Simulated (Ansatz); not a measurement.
C2H7AlZn (`[CH3][AlH][Zn][CH3]`), relaxed with RKS PBE0-D4/def2-TZVP in Ansatz 0.2.0 from a GFN2-xTB geometry. The force threshold is 0.005 eV/Å; the program also tests the step.

Charge 0, multiplicity 1.

Start:

```xyz
11

C     1.695    0.998   -2.149
Al    0.350    1.262   -0.705
Zn   -0.678   -0.465    0.860
C    -1.647   -1.679    2.257
H     1.272    1.171   -3.148
H     2.526    1.710   -2.052
H     2.148   -0.003   -2.178
H    -0.147    2.748   -0.487
H    -1.546   -2.741    2.036
H    -2.715   -1.470    2.302
H    -1.256   -1.532    3.263
```

By how much does the energy fall, and how many steps does the optimiser take? (An estimate is asked.)

Computed: 11.89 kJ/mol, in 9 steps.

Which bonds change most? (Best estimate.)

Ansatz gave: Zn3–C4 from 2.089 to 1.967 Å; Al2–Zn3 from 2.548 to 2.512 Å; C1–Al2 from 1.990 to 1.964 Å; Al2–H8 from 1.582 to 1.604 Å.

Give the relaxed structure. (Best estimate.)

Ansatz gave: 
```xyz
11

C     1.616    0.899   -2.027
Al    0.284    1.343   -0.654
Zn   -0.745   -0.325    0.917
C    -1.549   -1.633    2.146
H     1.210    1.122   -3.022
H     2.505    1.529   -1.915
H     1.936   -0.145   -2.023
H    -0.126    2.893   -0.600
H    -1.330   -2.657    1.830
H    -2.637   -1.520    2.185
H    -1.164   -1.506    3.162
```
